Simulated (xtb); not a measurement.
Sn(Br)(OH) (BrHOSn), SMILES [OH][Sn][Br] (connectivity only; charge and spin as stated), neutral, multiplicity 1. All values are semi-empirical tight-binding results from xtb (GFN2-xTB unless named), good for trends rather than for accurate numbers. Geometry optimised at GFN2-xTB. One conformer was computed; it need not be the lowest.

Optimised geometry:

Bond lengths (Å): Sn1–Br2 2.540, Sn1–O3 2.007, O3–H4 0.954. Angles (°): Br2–Sn1–O3 99.7, Sn1–O3–H4 139.7.

For metal compounds this method's bond lengths and energies can be far off.

The point group as xtb finds it is Cs and the orbital gap is 4.28 eV. The zero-point energy is 7.5 kcal/mol. The G − E(el) at 298.15 K (modified RRHO) is -11.9 kcal/mol.

Give the atomic charges and the Wiberg bond orders between heavy atoms. (Estimate from the structure and the level; the computed values follow.)

charges (e) Sn1 0.52, Br2 -0.24, O3 -0.58, H4 0.30. Bond orders Sn1–Br2 1.27, Sn1–O3 1.19.
